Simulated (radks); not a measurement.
Results of a calculation; reference values are marked as such.
Isoelectronic series with 18 electrons, all held in the configuration [Ar], which need not be the ground one along the series. Code: a radial shooting solver on a logarithmic mesh with Libxc functionals. Model: non-relativistic Kohn-Sham, r2SCAN, spin-polarised, spherical densities, point nucleus; meta-GGA in the generalised Kohn-Sham scheme. Total energies (hartree) and mean radii <r> (bohr):

ion    E (hartree)      3p      3s      2p      2s
Ar      -527.51772   1.658   1.419  0.3769  0.4148
K+      -599.73128   1.425   1.277  0.3508  0.3886
Ca2+    -676.88079   1.258   1.160  0.3281  0.3655
Sc3+    -758.95295   1.131   1.063  0.3082  0.3449
Ti4+    -845.93944   1.029  0.9819  0.2905  0.3265
V5+     -937.83463  0.9450  0.9125  0.2747  0.3099
Cr6+   -1034.63450  0.8746  0.8525  0.2605  0.2949
Mn7+   -1136.33610  0.8145  0.8001  0.2477  0.2813
Fe8+   -1242.93720  0.7625  0.7540  0.2361  0.2689
Co9+   -1354.43606  0.7170  0.7130  0.2255  0.2575
Ni10+  -1470.83132  0.6767  0.6763  0.2158  0.2470
Cu11+  -1592.12189  0.6409  0.6433  0.2069  0.2373
Zn12+  -1718.30689  0.6088  0.6135  0.1987  0.2283
Ga13+  -1849.38558  0.5798  0.5863  0.1912  0.2200
Ge14+  -1985.35737  0.5535  0.5615  0.1841  0.2123
As15+  -2126.22174  0.5296  0.5387  0.1776  0.2051
Se16+  -2271.97828  0.5077  0.5177  0.1715  0.1984
